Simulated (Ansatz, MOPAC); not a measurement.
Species: CH$_{7}$BNO$_{2}$, charge 1, multiplicity 1. SMILES: B(NC)(O)[OH2+]

Atoms: C1, N2, B3, O4, O5, H6, H7, H8, H9, H10, H11, H12. Bonds: C1-N2, C1-H6, C1-H7, C1-H8, N2-B3, N2-H9, B3-O4, B3-O5, O4-H10, O5-H11, O5-H12.

Bond lengths (Å) and angles (degrees) optimised at PM3 with MOPAC; HF/3-21G with Ansatz (a program for electronic structure); HF/6-31G* with Ansatz, each started from the B3LYP-D3(BJ)/def2-TZVP structure (Ansatz) of the last column. A row stands for all coordinates that are equal there; 13 of 26 kinds are shown. 6-31G* holds six Cartesian d functions.

```json
[
 {"coordinate": "C1-N2", "PM3": "1.473", "HF/3-21G": "1.487", "HF/6-31G*": "1.464", "B3LYP-D3(BJ)/def2-TZVP": "1.467"},
 {"coordinate": "C1-H6", "PM3": "1.101", "HF/3-21G": "1.083", "HF/6-31G*": "1.083", "B3LYP-D3(BJ)/def2-TZVP": "1.090"},
 {"coordinate": "C1-H7", "PM3": "1.102", "HF/3-21G": "1.078", "HF/6-31G*": "1.080", "B3LYP-D3(BJ)/def2-TZVP": "1.088"},
 {"coordinate": "N2-B3", "PM3": "1.384", "HF/3-21G": "1.378", "HF/6-31G*": "1.368", "B3LYP-D3(BJ)/def2-TZVP": "1.371"},
 {"coordinate": "N2-H9", "PM3": "0.994", "HF/3-21G": "1.003", "HF/6-31G*": "0.999", "B3LYP-D3(BJ)/def2-TZVP": "1.010"},
 {"coordinate": "B3-O4", "PM3": "1.362", "HF/3-21G": "1.348", "HF/6-31G*": "1.326", "B3LYP-D3(BJ)/def2-TZVP": "1.337"},
 {"coordinate": "B3-O5", "PM3": "1.526", "HF/3-21G": "1.518", "HF/6-31G*": "1.511", "B3LYP-D3(BJ)/def2-TZVP": "1.516"},
 {"coordinate": "O4-H10", "PM3": "0.947", "HF/3-21G": "0.963", "HF/6-31G*": "0.949", "B3LYP-D3(BJ)/def2-TZVP": "0.963"},
 {"coordinate": "C1-N2-B3", "PM3": "126.0", "HF/3-21G": "126.5", "HF/6-31G*": "129.5", "B3LYP-D3(BJ)/def2-TZVP": "129.0"},
 {"coordinate": "N2-B3-O4", "PM3": "143.6", "HF/3-21G": "137.6", "HF/6-31G*": "136.2", "B3LYP-D3(BJ)/def2-TZVP": "136.6"},
 {"coordinate": "N2-B3-O5", "PM3": "124.9", "HF/3-21G": "116.5", "HF/6-31G*": "117.1", "B3LYP-D3(BJ)/def2-TZVP": "116.6"},
 {"coordinate": "O4-B3-O5", "PM3": "91.4", "HF/3-21G": "106.0", "HF/6-31G*": "106.7", "B3LYP-D3(BJ)/def2-TZVP": "106.8"},
 {"coordinate": "N2-C1-H6", "PM3": "112.4", "HF/3-21G": "111.0", "HF/6-31G*": "110.6", "B3LYP-D3(BJ)/def2-TZVP": "110.7"}
]
```

Mean signed difference of all 11 bond lengths from B3LYP-D3(BJ)/def2-TZVP: PM3 0.005 Å, HF/3-21G 0.001 Å, HF/6-31G* -0.009 Å.
